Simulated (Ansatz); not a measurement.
Molecule (SMILES): [BH]N (BH-NH2), doublet.
Atoms: B1, N2, H3, H4, H5. Bonds: B1-N2, B1-H3, N2-H4, N2-H5.

Basis-set convergence of the optimised N2-H4 bond length at HF with Ansatz (a first-principles code). Cartesian d functions, on some or all atoms, in 6-31G*, 6-31+G*; all else is spherical. The program fits the integrals of some runs and decomposes those of others, by size. Open shells are unrestricted. No added dispersion term, no relativity. Reference: the value in def2-QZVPPD, 0.9939 Å, itself unsure by roughly 0.0001 Å (its mean distance from pcseg-3, def2-QZVPP, cc-pVQZ). Deviations are taken from unrounded values.

```csv
basis,functions,optimised N2-H4 bond length (Å)
6-31G*,36,0.9982
6-31+G*,44,0.9990
cc-pVDZ,43,1.0017
aug-cc-pVDZ,73,0.9994
def2-SVP,43,1.0018
def2-SVPD,64,1.0001
pcseg-1,43,1.0005
aug-pcseg-1,73,0.9986
6-311G**,54,0.9967
6-311+G**,62,0.9970
def2-TZVP,80,0.9953
def2-TZVPD,101,0.9954
cc-pVTZ,102,0.9945
aug-cc-pVTZ,161,0.9946
pcseg-2,102,0.9940
aug-pcseg-2,161,0.9939
def2-TZVPP,104,0.9943
def2-TZVPPD,125,0.9944
def2-QZVPP,204,0.9939
def2-QZVPPD,225,0.9939
```

What the diffuse functions change, pair by pair:
- 6-31G* to 6-31+G*: 8 more functions, deviation 0.0043 to 0.0051 Å
- cc-pVDZ to aug-cc-pVDZ: 30 more functions, deviation 0.0078 to 0.0055 Å
- def2-SVP to def2-SVPD: 21 more functions, deviation 0.0079 to 0.0062 Å
- pcseg-1 to aug-pcseg-1: 30 more functions, deviation 0.0065 to 0.0047 Å
- 6-311G** to 6-311+G**: 8 more functions, deviation 0.0028 to 0.0031 Å
- def2-TZVP to def2-TZVPD: 21 more functions, deviation 0.0014 to 0.0015 Å
- cc-pVTZ to aug-cc-pVTZ: 59 more functions, deviation 0.0006 to 0.0007 Å
- pcseg-2 to aug-pcseg-2: 59 more functions, deviation 0.0001 to 0.0000 Å
- def2-TZVPP to def2-TZVPPD: 21 more functions, deviation 0.0004 to 0.0005 Å
- def2-QZVPP to def2-QZVPPD: 21 more functions, deviation 0.0000 to 0.0000 Å

Leaving out the reference's own pair, they bring the value nearer the reference by more than 0.0001 Å in 3 of 9 pairs.
